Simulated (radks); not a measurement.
The numbers below are computed, except where a source is named.
Effect of the nuclear size on neutral magnesium, [Ne] 3s2. Level of theory: Dirac Kohn-Sham, LDA (Slater exchange, Perdew-Wang correlation), spin-unpolarised, spherical densities, finite nucleus; Fermi nuclear charge, rms radius 3.057 fm (a radial shooting solver on a logarithmic mesh with Libxc functionals). The rms radius is varied about that value; shifts are against it.

rms radius (fm)	total energy shift (eV)	density at nucleus (e/bohr^3)	1s1/2 shift (meV)
2.6198	-0.000696	1151	-0.288
2.9592	-0.000165	1149	-0.068
3.057	0	1149	0.000
3.219	0.000285	1148	0.118
3.4116	0.000642	1148	0.266

Slopes of the eigenvalues against <r^2> in GHz/fm^2, as finite differences over the two radii next to the reference (eigenvalue slopes, not the field-shift constants of lines): 1s1/2 28.1.
